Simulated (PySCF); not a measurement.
A run for PySCF: R-MP2/6-31G* on CH5N (SMILES CN) with ghost functions, monomers drawn apart or pushed together.

```python
from pyscf import gto, scf, dft, mp
from pyscf.data.elements import chemcore

mol = gto.M(
    atom='''
    C    -0.14232558    0.53101741    4.78827016
    N     0.40722559   -0.73767569    4.31373225
    H    -1.16018493    0.64251268    4.41196790
    H     0.44425728    1.35194874    4.37345343
    H    -0.16749956    0.64731711    5.88029524
    H    -0.12909763   -1.52111686    4.66553681
    H     1.36148304   -0.86143117    4.62871623
    ghost-Cl    0.01282134   -0.03239786    0.03733617
    ghost-H   -0.19402294    0.39193643   -1.15764732
    ''',
    basis='6-31g*',
    cart=True,
    charge=0, spin=0, verbose=3, max_memory=1800)
mf = scf.RHF(mol)
mf.conv_tol = 1e-8
mf.max_cycle = 100
mf.kernel()
if not mf.converged:
    mf = mf.newton().run(mf.mo_coeff, mf.mo_occ)
pt = mp.MP2(mf, frozen=chemcore(mol)).run()
```

Q: Predict the final total energy.

A: -95.5067 hartree.
